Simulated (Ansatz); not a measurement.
Computed with Ansatz on PBE0-D4/def2-TZVP structures; ΔE is electronic, products minus reactants. CBS: MP2 limit from def2 TZ/QZ plus the TZ coupled-cluster correction, frozen cores. Functionals use def2-TZVPP. Elements past krypton have def2 core potentials. For Br, Sn outer-core shells are correlated without core-valence functions, which leaves a few kJ/mol of doubt a bond. Scalar relativity is left out up to krypton. Each species was taken in one conformer, which may not be the lowest.

Consider the formal exchange of groups at the Sn–Br bond: `[CH3][SnH]([F])[Br]` + `C=C(N)O` → `[CH3][SnH]([NH2])[F]` + `C=C(O)Br`.

`[CH3][SnH]([F])[Br]`:

Z-matrix (Å, degrees):
```
C
Sn 1 2.115
H 1 1.089 2 108.1
H 1 1.090 2 109.4 3 119.6
H 1 1.089 2 109.8 3 -119.6
F 2 1.920 1 105.6 3 -57.3
Br 2 2.469 1 109.6 3 55.3
H 2 1.700 1 121.8 3 -176.7
```

`C=C(N)O`:

```xyz
9

C     0.940   -0.731    0.144
C    -0.029    0.152   -0.124
N    -0.955    0.639    0.770
O    -0.209    0.744   -1.329
H     1.021   -1.189    1.119
H     1.686   -0.979   -0.599
H    -1.838    0.885    0.350
H    -1.052    0.098    1.612
H     0.436    0.381   -1.942
```

`[CH3][SnH]([NH2])[F]`:

Cartesian coordinates in Å:
```
C -0.771 -0.889 -1.093
Sn -0.038 0.758 0.025
N 1.135 0.174 1.535
F 1.146 1.652 -1.211
H 0.054 -1.571 -1.297
H -1.548 -1.415 -0.538
H -1.179 -0.531 -2.038
H -1.096 2.000 0.520
H 1.267 -0.816 1.674
H 1.030 0.638 2.423
```

`C=C(O)Br`:

Z-matrix (Å, degrees):
```
C
C 1 1.326
H 1 1.078 2 121.1
H 1 1.085 2 120.3 3 -180.0
O 2 1.342 1 127.6 3 -180.0
Br 2 1.881 1 122.1 3 0.0
H 5 0.965 2 108.5 1 -0.0
```

| level | ΔE (kJ/mol) |
| --- | --- |
| BLYP-D4 | 136.4 |
| B97M-V | 147.9 |
| BHLYP-D4 | 157.0 |
| HF/def2-TZVPP | 169.7 |

(1) What does CCSD(T)/CBS give? (Best estimate.)

(2) What do rigid-rotor, harmonic-oscillator terms from PBE0-D4/def2-TZVP frequencies (298.15 K, 1 bar) make of the CCSD(T)/CBS value? (Best estimate.)

Largest T1 diagnostic among the species: 0.013.

Results:

(1) Ansatz gave: +137.7 kJ/mol. The listed levels differ from it by -1.3, 10.2, 19.3, 32.0 kJ/mol.

(2) Ansatz gave: ΔZPE = -8.1 kJ/mol, ΔH = +130.7 kJ/mol, ΔS = 9 J/(mol·K), ΔG = +128.1 kJ/mol.

Leaving LDA and LC-ωPBE aside and taking each functional with its dispersion term where it has one, the values spread over 20.6 kJ/mol, from BLYP-D4 to BHLYP-D4. LDA lies +6.0 kJ/mol from PBE without D4. From BLYP to BHLYP (50 % exact exchange), in def2-TZVPP and without D4, ΔE moves by +18.6 kJ/mol.
